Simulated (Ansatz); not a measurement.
Isolated molecules relaxed with PBE0-D4/def2-TZVP in Ansatz; ΔE leaves out vibrations. CCSD(T)/CBS adds triple-zeta CCSD(T) − MP2 to the extrapolated MP2 energy (def2 sets, frozen cores). For Br outer-core shells are correlated without core-valence functions, which leaves a few kJ/mol of doubt a bond. Scalar relativity is left out up to krypton. Each species was taken in one conformer, which may not be the lowest.

Reaction (redistribution): `[NH2][Al]([OH])[Br]` + `C[O][AlH][SiH2]S` → `C[O][Al]([OH])[Br]` + `[NH2][AlH][SiH2]S`

| species | CCSD/def2-TZVPP energy (Eh) |
| --- | --- |
| `[NH2][Al]([OH])[Br]` | -2946.46430 |
| `C[O][AlH][SiH2]S` | -1046.18493 |
| `C[O][Al]([OH])[Br]` | -3005.55383 |
| `[NH2][AlH][SiH2]S` | -987.09660 |

**Question.** Work out ΔE.

**Answer.** ΔE = (-3005.55383) + (-987.09660) − (-2946.46430) − (-1046.18493) = -0.00120 Eh = -0.8 kcal/mol. CCSD(T)/CBS gives -0.4 kcal/mol.

Largest T1 diagnostic among the species: 0.013.

At CCSD(T), def2-SVP lies −0.8 kcal/mol from the extrapolated value and def2-TZVPP −0.3 kcal/mol. Leaving LDA and LC-ωPBE aside and taking each functional with its dispersion term where it has one, the values, not all of them listed here, spread over 0.6 kcal/mol, from B2PLYP to B97M-V. LDA lies +0.9 kcal/mol from PBE without D4.
